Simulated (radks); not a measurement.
Results of a calculation; reference values are marked as such.
Coulomb parameter of the 5d shell of the tantalum ion Ta+ in the model configuration [Xe] 4f14 5d2 6s1 6p1, as a second difference U = [E(n + 0.5) + E(n - 0.5) - 2 E(n)] / (0.5)^2 with all orbitals relaxed. "Bare": the charge of the atom changes with n. "Screened": the 6p shell takes up the change at fixed total charge, which measures U(5d,5d) + U(6p,6p) - 2 U(5d,6p). Level of theory: Dirac Kohn-Sham, PBE, spin-unpolarised, spherical densities, point nucleus; open shells are shared between the two j in proportion to 2j + 1 (a radial shooting solver on a logarithmic mesh with Libxc functionals). Estimate both.

Answer. U(bare) = 9.367 eV, U(screened by 6p) = 1.637 eV, against the Slater integral F0(5d,5d) = 12.291 eV with frozen orbitals.
